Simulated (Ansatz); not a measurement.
## Abstraction of F: C2H3FSi + BCl2 → C2H3Si + BCl2F

Gas-phase species: C2H3FSi `C#C[SiH2]F`, singlet; BCl2 `Cl[B]Cl`, doublet; C2H3Si `C#C[SiH2]`, doublet; BCl2F (dichlorofluoroborane) `FB(Cl)Cl`, singlet. A radical takes F: the energy is the difference in strength between the Si–F bond broken and the B–F bond made.

Shapes, held fixed at every level: PBE0-D4/def2-TZVP. Programs: Ansatz 0.2.0. The zero-point and thermal change to 298 K, harmonic and unscaled (PBE0-D4/def2-TZVP), is -1.5 kJ/mol.

| level | kind | ΔH(298 K) (kJ/mol) | less CCSD(T)/CBS estimate |
| --- | --- | --- | --- |
| MP2/def2-TZVPP | perturbation theory | -41.7 | +10.7 |
| HF/def2-SVP | Hartree–Fock | -80.3 | -27.9 |
| HF/def2-TZVPP | Hartree–Fock | -48.3 | +4.1 |
| PBE-D4/def2-TZVPP | GGA | -74.1 | -21.7 |
| PBE0-D4/def2-TZVPP | global hybrid | -70.4 | -18.0 |
| r2SCAN0-D4/def2-TZVPP | global hybrid | -62.7 | -10.3 |
| CCSD(T)/def2-SVP | coupled cluster or CI | -93.2 | -40.8 |
| CCSD(T)/CBS estimate | coupled cluster or CI | -52.4 | 0.0 |

The highest level, CCSD(T)/CBS estimate, gives ΔH(298 K) = -52.4 kJ/mol; the levels span -93.2 to -41.7. The column of differences is taken from that level and isn't an error. No measured value is set beside it here. Spin contamination: C2H3Si (⟨S²⟩ up to 0.85). Open shells run unrestricted. The CBS estimate extrapolates MP2 from def2-TZVPP and def2-QZVPP and adds CCSD(T) − MP2 in the triple-zeta set, cores frozen.
